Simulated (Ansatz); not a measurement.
Reaction (formal exchange of groups at the Si–C bond): `CC[SiH](F)Br` + `F[SiH3]` → `F[SiH2][SiH](F)Br` + ethane

Program: Ansatz. Geometries: PBE0-D4/def2-TZVP. ΔE: electronic, gas phase. CCSD(T)/CBS adds triple-zeta CCSD(T) − MP2 to the extrapolated MP2 energy (def2 sets, frozen cores). This one scheme is used for every species. DFT in def2-TZVPP. B3LYP here is the variant with VWN-RPA as its local correlation; programs differ in this. For Br outer-core shells are correlated without core-valence functions, which leaves a few kJ/mol of doubt a bond. Scalar relativity is left out up to krypton. One conformer a species, not always the lowest.

(1) Is it downhill or uphill in electronic energy at CCSD(T)/CBS, and by how much? (An estimate is asked.)

(2) What do these levels give: PBE0-D4, B3LYP-D4, ωB97X-V, SCS-MP2/def2-TZVPP, MP2/CBS(def2), CCSD/CBS(def2)? (An estimate is asked.)

Largest T1 diagnostic among the species: 0.011.

## Answers

(1) The calculation gave: Uphill: ΔE = +5.7 kcal/mol.

(2) The calculation gave: PBE0-D4 3.1, B3LYP-D4 3.8, ωB97X-V 4.9, SCS-MP2/def2-TZVPP 7.3, MP2/CBS(def2) 7.3, CCSD/CBS(def2) 5.7 kcal/mol.

From PBE to PBE0 (25 % exact exchange), in def2-TZVPP and without D4, ΔE moves by +1.4 kcal/mol.
